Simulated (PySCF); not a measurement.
HBeF, singlet, at a GFN2-xTB geometry (such geometries of metal compounds can be far from the true shape). Base run: PBE/def2-SVP, polarisability run with PySCF.

Input for PySCF:
```python
from pyscf import gto, scf, dft
from pyscf.prop import polarizability

mol = gto.M(
    atom='''
Be   -0.00000000   -0.00000000   -0.79291230
H    -0.00000000   -0.00000000   -2.05559012
F     0.00000000    0.00000000    0.58080437
''',
    basis='def2-svp',
    verbose=3,
)

mf = dft.RKS(mol)
mf.xc = 'pbe'
mf.kernel()
alpha = mf.Polarizability().polarizability()[2, 2]
print('alpha_zz =', alpha)
```

The base run was repeated with changes; each row names its change, and settings that it needs were set with it.

```csv
change,alpha_zz (bohr³),basis functions
base,16.41,28
basis = 6-31+G*,18.10,38
basis = def2-TZVP,17.81,56
finite field (a.u.) = 0.001; conv_tol = 1e-6,16.41,28
finite field (a.u.) = 0.05; conv_tol = 1e-11,16.70,28
finite field (a.u.) = 2e-4; conv_tol = 1e-6,3.79,28
basis = aug-cc-pVDZ,19.19,55
finite field (a.u.) = 0.02; conv_tol = 1e-11,16.45,28
functional = pbe0,15.27,28
basis = def2-TZVPD,19.48,71
basis = cc-pVTZ,17.67,74
basis = aug-cc-pVTZ,19.44,115
```

Finite-field rows take the second difference of the energy in a field along z; a small field with loose convergence shows SCF noise divided by the square of the field, and a large one adds hyperpolarisability.
